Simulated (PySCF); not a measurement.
Species: C7H7F.
Atom-mapped SMILES: `[CH3:1][c:2]1[cH:3][cH:4][c:5]([F:6])[cH:7][cH:8]1` (hydrogens: H9, H10, H11 on C1; H12 on C3; H13 on C4; H14 on C7; H15 on C8)

Structure used (PBE0-D3(BJ)/def2-SVP), in Å, numbered top down from 1:
```xyz
15
C7H7F angstrom
C      2.3755   -0.1453   -0.0377
C      0.8837    0.0137    0.0328
C      0.0463   -1.0943    0.2106
C     -1.3396   -0.9611    0.2505
C     -1.8965    0.3037    0.1120
F     -3.2225    0.4427    0.1556
C     -1.0994    1.4270   -0.0650
C      0.2844    1.2719   -0.1021
H      2.7178   -1.0026    0.5598
H      2.7087   -0.3159   -1.0752
H      2.8943    0.7527    0.3279
H      0.4876   -2.0882    0.3240
H     -1.9948   -1.8224    0.3923
H     -1.5693    2.4070   -0.1665
H      0.9145    2.1553   -0.2367
```

Level: PBE0/pcSseg-1 and CAM-B3LYP/def2-SVPD in PySCF, non-relativistic, on one gas-phase PBE0-D3(BJ)/def2-SVP geometry that isn't relaxed in the solvent. The solvent is an IEF-PCM continuum (van der Waals radii × 1.2). The model holds no explicit solvent molecules, cavitation or dispersion.

Gas phase at PBE0/pcSseg-1: HOMO -6.91 eV, LUMO -0.48 eV, dipole 1.87 D.

Q: What does the continuum do to the energy, the frontier levels and the dipole at PBE0/pcSseg-1 in benzene and chloroform?

A: 
| solvent | ε | E(solvent) − E(gas) (kcal/mol) | polarisation term (kcal/mol) | distortion of the solute (kcal/mol) | HOMO (eV) | LUMO (eV) | dipole (D) |
| --- | --- | --- | --- | --- | --- | --- | --- |
| benzene | 2.271 | -1.43 | -1.52 | 0.09 | -6.90 | -0.45 | 2.12 |
| chloroform | 4.711 | -2.30 | -2.51 | 0.21 | -6.91 | -0.45 | 2.26 |

The polarisation term is half the interaction of the solute with the surface charges that it induces; the rest is the cost of distorting the solute's density. The sum is the electrostatic part of solvation alone. From benzene to chloroform the lowering changes by a factor 1.61, Onsager's factor (ε − 1)/(2ε + 1) by 1.55 and ε itself by 2.1.

Q: Which radius a makes the point-dipole formula ΔE = −[(ε − 1)/(2ε + 1)]·μ²/a³ give the value in chloroform, with the gas-phase dipole?

A: μ = 0.737 au and |ΔE| = 0.00366 Eh give a = 1.99 Å; the farthest nucleus lies 3.39 Å from the centroid of the nuclei, so such a sphere wouldn't even hold the nuclei. The formula assumes a rigid point dipole at the centre of a sphere.

Q: Which Hirshfeld charges (PBE0/pcSseg-1) respond most in benzene (means over atoms taken as equivalent)?

A: 
| atoms | environment | gas (e) | solvent (e) | change |
| --- | --- | --- | --- | --- |
| F6 | aryl fluorine | -0.083 | -0.089 | -0.006 |
| C5 | aromatic C–F carbon | +0.082 | +0.077 | -0.005 |
| H12/H15 | aromatic hydrogen | +0.051 | +0.054 | +0.003 |
| H13/H14 | aromatic hydrogen | +0.055 | +0.058 | +0.003 |
| C4/C7 | aromatic CH carbon | -0.070 | -0.072 | -0.002 |
| H9/H10/H11 | methyl hydrogen | +0.046 | +0.048 | +0.002 |
| C3/C8 | aromatic CH carbon | -0.049 | -0.050 | -0.001 |
| C2 | substituted aromatic carbon | +0.002 | +0.002 | 0.000 |
| C1 | benzylic-type carbon | -0.113 | -0.113 | 0.000 |

Gas phase at CAM-B3LYP/def2-SVPD: HOMO -8.14 eV, LUMO 0.52 eV, dipole 1.97 D.

Q: What does the continuum do to the energy, the frontier levels and the dipole at CAM-B3LYP/def2-SVPD in benzene and chloroform?

A: 
```
   solvent      ε  E(solvent) − E(gas) (kcal/mol)  polarisation term (kcal/mol)  distortion of the solute (kcal/mol)  HOMO (eV)  LUMO (eV)  dipole (D)
   benzene  2.271                           -1.38                         -1.47                                 0.09      -8.10       0.58        2.24
chloroform  4.711                           -2.21                         -2.45                                 0.24      -8.10       0.59        2.40
```

Q: How does the static polarisability (CAM-B3LYP/def2-SVPD, frozen core, with the continuum's full static response) change?

A: 
```
    medium  isotropic (au)  principal values (au)  ⟨r²⟩ of the electrons (bohr²)
       gas            80.5      51.2, 87.7, 102.6                          990.4
   benzene            92.8     57.9, 102.9, 117.6                          989.8
chloroform           101.2     63.5, 113.4, 126.8                          989.5
```

The isotropic value in chloroform is 1.26 times the gas-phase one; no cavity-field correction is applied. ⟨r²⟩ is taken about the centre of nuclear charge.
